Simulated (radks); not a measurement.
Values are calculated unless marked as measured or tabulated.
All-electron atom: the ytterbium ion Yb0.25+ in [Xe] 4f14 6s(up 1, down 0.75) (fractional occupations, a model configuration). Code: a radial shooting solver on a logarithmic mesh with Libxc functionals. Model: scalar-relativistic Kohn-Sham, r2SCAN, spin-polarised, spherical densities, finite nucleus; meta-GGA in the generalised Kohn-Sham scheme; Fermi nuclear charge, rms radius 5.3108 fm.

Unscreened Slater integrals over Kohn-Sham orbitals (hartree). They are taken over the spin-up orbitals.

F0(4f,4f): 1.2145
F2(4f,4f): 0.56006
F4(4f,4f): 0.34841
F6(4f,4f): 0.24986
F0(4f,6s): 0.30535
G3(4f,6s): 0.0094067
F0(4f,5p): 0.74956
F2(4f,5p): 0.24988
G2(4f,5p): 0.13463
G4(4f,5p): 0.10164
F0(6s,6s): 0.23415
F0(6s,5p): 0.29437
G1(6s,5p): 0.019531
F0(5p,5p): 0.62429
F2(5p,5p): 0.33403
